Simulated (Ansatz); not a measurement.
One change: `C=C(F)O[SiH3]` becomes `C=C(F)[SiH2][SeH]`.

Ansatz, PBE0-D4/def2-TZVP geometries, multiplicity 1. Each molecule was computed in one conformer, which needn't be the lowest.

Scalar relativity is left out up to krypton.

```
                                          property  `C=C(F)O[SiH3]`
                 HOMO energy (PBE/def2-TZVPP) / eV            -5.76
  size of the dipole moment (B3LYP/def2-TZVPP) / D             0.82
size of the dipole moment (ωB97M-V/def2-TZVPP) / D             0.81
               LUMO energy (B3LYP/def2-TZVPP) / eV            -0.20
               HOMO–LUMO gap (PBE/def2-TZVPP) / eV             4.90
             HOMO energy (ωB97M-V/def2-TZVPP) / eV            -9.24
```

(1) What does the change do to each property? (Best estimate.)

Results:

(1) The calculation gave: 
| property | `C=C(F)[SiH2][SeH]` | shift |
| --- | --- | --- |
| HOMO energy (PBE/def2-TZVPP) / eV | -6.05 | -0.29 |
| size of the dipole moment (B3LYP/def2-TZVPP) / D | 1.84 | 1.02 |
| size of the dipole moment (ωB97M-V/def2-TZVPP) / D | 1.88 | 1.07 |
| LUMO energy (B3LYP/def2-TZVPP) / eV | -1.03 | -0.83 |
| HOMO–LUMO gap (PBE/def2-TZVPP) / eV | 4.31 | -0.59 |
| HOMO energy (ωB97M-V/def2-TZVPP) / eV | -9.37 | -0.13 |

With PBE0 the HOMO falls by 0.22 eV and the LUMO falls by 0.85 eV, so the gap narrows by about 0.63 eV. PBE moves the HOMO by -0.29 eV and ωB97M-V by -0.13 eV. Dipoles are sizes alone; their direction can turn.

B3LYP here is the variant with VWN-RPA as its local correlation; programs differ in this.

Spin–orbit coupling is left out; it splits and shifts lone-pair levels of the heavy atoms by tenths of an eV.
